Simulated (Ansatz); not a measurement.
`FC1([SiH3])COC1`, relaxed with RKS PBE0-D4/def2-TZVP in the Gaussian-basis code of Ansatz from a PBE-D4/def2-SVP geometry. The force threshold is 0.005 eV/Å; the program also tests the step.

The species carries charge 0 and has multiplicity 1.

Start:

```xyz
13

F     0.328   -1.499   -1.101
C     0.049   -0.376   -0.318
Si    1.249   -0.391    1.177
C    -0.088    0.939   -1.115
O    -1.405    1.174   -0.581
C    -1.451   -0.156   -0.030
H     0.967    0.814    2.032
H     2.664   -0.340    0.675
H     1.031   -1.646    1.972
H    -0.085    0.737   -2.213
H     0.616    1.773   -0.895
H    -2.075   -0.862   -0.630
H    -1.800   -0.167    1.026
```

```json
{"step": "1", "energy (eV)": "-15856.7227", "largest force (eV/Å)": "0.511", "largest move (Å)": "0.000"}
{"step": "2", "energy (eV)": "-15856.7690", "largest force (eV/Å)": "0.173", "largest move (Å)": "0.022"}
{"step": "3", "energy (eV)": "-15856.7735", "largest force (eV/Å)": "0.028", "largest move (Å)": "0.016"}
{"step": "4", "energy (eV)": "-15856.7736", "largest force (eV/Å)": "0.020", "largest move (Å)": "0.004"}
{"step": "5", "energy (eV)": "-15856.7737", "largest force (eV/Å)": "0.009", "largest move (Å)": "0.006"}
{"step": "6", "energy (eV)": "-15856.7737", "largest force (eV/Å)": "0.006", "largest move (Å)": "0.003"}
{"step": "7", "energy (eV)": "-15856.7737", "largest force (eV/Å)": "0.001", "largest move (Å)": "0.002"}
```

End:

```xyz
13

F     0.315   -1.491   -1.108
C     0.054   -0.381   -0.316
Si    1.238   -0.388    1.166
C    -0.077    0.925   -1.106
O    -1.380    1.164   -0.561
C    -1.434   -0.164   -0.027
H     0.935    0.809    1.991
H     2.639   -0.326    0.679
H     1.024   -1.621    1.964
H    -0.100    0.740   -2.186
H     0.618    1.740   -0.884
H    -2.062   -0.833   -0.626
H    -1.769   -0.175    1.015
```

Run time 14 s (2 threads of an AMD EPYC 7R13 on a shared host and a share of an NVIDIA H100 80 GB); peak host memory 0.86 GiB.
